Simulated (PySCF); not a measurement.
Problem. Give a GFN2-xTB geometry of InChI=1S/C7H7FO/c8-7-3-1-6(5-9)2-4-7/h1-4,9H,5H2.

Solution. 
Z-matrix in Å and degrees, rows numbered from 1:
```
O 
C   1  1.4129
C   2  1.5090  1  111.96
C   3  1.3893  2  120.84  1    91.68
C   4  1.3831  3  120.75  2  -177.57
C   5  1.3827  4  118.73  3     0.33
F   6  1.3492  5  119.11  4   179.96
C   6  1.3826  5  121.88  4    -0.02
C   8  1.3829  6  118.57  5    -0.03
H   1  0.9639  2  108.76  3    55.64
H   2  1.0920  1  105.29  3   120.37
H   2  1.1005  1  110.20  3  -122.57
H   4  1.0792  3  119.54  2     2.35
H   5  1.0783  4  121.52  3  -179.66
H   8  1.0784  6  119.91  5  -179.93
H   9  1.0810  3  119.76  2    -2.92
```

The 6-membered ring C3–C4–C5–C6–C8–C9 has internal angles of 118.6° to 121.9°; it is planar, 0.00 Å rms from its mean plane, widest ring torsion 1°. Of the pairs four or more bonds apart, H11···H13 is among the closest relative to their van der Waals radii: 2.43 Å, 101 % of the sum of Bondi's values. The C–C distances run from 1.383 Å (C6–C8, aromatic) to 1.509 Å (C2–C3, drawn single), a spread of 0.126 Å.

The geometry is computed with GFN2-xTB (gas phase).

No GFN2-xTB frequencies stand behind this structure, so it isn't proved a minimum. The numbers are those of one conformer (H–O1–C2–C3 56°, O1–C2–C3–C4 92°).
